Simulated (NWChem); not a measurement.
Species: H₂S₂ cation, doublet; SMILES of the neutral closed-shell parent SS

```xyz
4

S      0.0692    -1.0017     0.0000
S     -0.0692     1.0017     0.0000
H     -1.2814    -1.1905     0.0000
H      1.2814     1.1905     0.0000
```
Atoms are numbered in this order, from 1.

Level: PBE0/def2-SVP, spin-unrestricted (NWChem), optimised geometry, unscaled harmonic frequencies. In the optimisation the excess spin sits in bg (C2h, its own frame). The spin multiplicity was typed, not searched, and may not be the lowest.

List the harmonic frequencies with IR intensities, and the thermochemistry.


| frequency (cm⁻¹) | IR intensity (km/mol) |
|---|---|
| 520 | 67.4 |
| 601 | 0.0 |
| 779 | 37.6 |
| 1047 | 0.0 |
| 2639 | 0.0 |
| 2642 | 147.1 |

zero-point energy: 11.8 kcal/mol
thermal correction to the enthalpy at 298.15 K (with zero-point energy): 14.4 kcal/mol
heat capacity Cv: 9.2 cal/(mol K)
entropy at 298.15 K and 1 atm (symmetry number 2, electronic part: spin degeneracy alone): 61.1 cal/(mol K)

Rigid rotor and harmonic oscillator.
